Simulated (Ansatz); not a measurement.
Geometry optimisation, RKS revPBE/def2-SVP in Ansatz.

Input file:

```yaml
crystal:
  periodic: [false, false, false]
  atoms:
    - { symbol: O, position_ang: [-0.64237, 0.91064, -1.21302] }
    - { symbol: C, position_ang: [0.46711, 0.90504, -0.50096] }
    - { symbol: C, position_ang: [0.67525, -0.03121, 0.45802] }
    - { symbol: Si, position_ang: [-0.5602, -1.33798, 0.82363] }
    - { symbol: H, position_ang: [-0.6904, 1.62184, -1.86796] }
    - { symbol: H, position_ang: [1.21314, 1.66976, -0.6969] }
    - { symbol: H, position_ang: [1.60425, 0.01017, 1.01392] }
    - { symbol: H, position_ang: [-1.83227, -1.44048, 0.12516] }
    - { symbol: H, position_ang: [-0.23451, -2.30778, 1.85811] }
total_charge: 1
basis:
  gaussian: { orbitals: def2-SVP }
hamiltonian:
  xc: revpbe
relax:
  f_tol: 0.015
  max_steps: 40
```

Launched with:

```bash
$ ansatz run input.yaml --threads 1 --pin off --max-ram 2048MiB --backend cpu --events-out ev --progress --plain --runs-dir out
```

Question: Where does it end, and by what steps?

Answer: It converged. After 6 steps the energy has fallen by 0.127 eV; H5 moved furthest, 0.15 Å.

```json
{"step": "0", "energy less start (eV)": "0.0000", "largest force component (eV/Å)": "1.916", "accepted": "yes"}
{"step": "1", "energy less start (eV)": "-0.1053", "largest force component (eV/Å)": "0.781", "accepted": "yes"}
{"step": "2", "energy less start (eV)": "-0.1231", "largest force component (eV/Å)": "0.204", "accepted": "yes"}
{"step": "3", "energy less start (eV)": "-0.1248", "largest force component (eV/Å)": "0.101", "accepted": "yes"}
{"step": "4", "energy less start (eV)": "-0.1263", "largest force component (eV/Å)": "0.089", "accepted": "yes"}
{"step": "5", "energy less start (eV)": "-0.1266", "largest force component (eV/Å)": "0.024", "accepted": "yes"}
{"step": "6", "energy less start (eV)": "-0.1266", "largest force component (eV/Å)": "0.005", "accepted": "yes"}
```

```xyz
9
Properties=species:S:1:pos:R:3
O -0.645 0.992 -1.279
C 0.436 0.917 -0.530
C 0.605 -0.068 0.442
Si -0.543 -1.370 0.860
H -0.606 1.741 -1.912
H 1.226 1.676 -0.697
H 1.553 -0.026 1.004
H -1.856 -1.535 0.176
H -0.169 -2.327 1.937
```

Whether the end is a true minimum wasn't checked by a vibrational analysis.

Run time: 18 s on 1 thread of Arm Neoverse V2 (shared host), peak memory 0.12 GiB.
